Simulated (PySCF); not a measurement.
Gas-phase reaction: 2 Ga(CH3)3 → 2 GaH(CH3)2 + C2H4

Energies from PySCF, thermal terms from the rigid-rotor harmonic-oscillator model, ideal gas at 1 bar. † marks an energy on the PBE0/def2-TZVP geometry and frequencies; other levels use their own. MP2 and CCSD(T) freeze the core. All species are closed-shell singlets. B3LYP is the form with VWN-RPA correlation. Ga: all electrons, no relativistic terms. Methyl groups turn as free rotors in Ga(CH3)3, GaH(CH3)2. GaH(CH3)2: computed as isolated molecules; such fragments, hydroxides, amides, oligomers or adducts are transient or little studied in the gas. MP2 isn't extrapolated to the basis-set limit; its ΔH°(298 K) is 160.3 kJ in def2-SVP and 178.3 kJ in def2-TZVPP. CCSD(T) isn't extrapolated to the basis-set limit. The harmonic model lacks anharmonicity and excited electronic states, which grow with temperature; levels with a mode under 35 cm⁻¹ are left out.

```tsv
level	ΔE electronic, kJ	ΔH°(298 K), kJ	ΔS°(298 K), J/K	ΔG°(800 K), kJ
B3LYP/def2-TZVP†	151	135	146	20
CCSD(T)/def2-SVP†	157	141	146	26
M06-2X/def2-TZVP†	185	169	146	54
MP2/def2-SVP†	176	160	146	45
MP2/def2-TZVPP†	194	178	146	63
PBE/def2-SVP	171	155	145	40
PBE0/def2-QZVP†	180	164	146	48
PBE0/def2-SVP†	180	165	146	49
PBE0/def2-TZVP	179	164	146	48
LDA/def2-TZVP†	205	190	146	74
ωB97X-V/def2-TZVP†	178	162	146	47
```
ΔH° is lowest at B3LYP/def2-TZVP† and highest at LDA/def2-TZVP†. No reference value is set beside these.
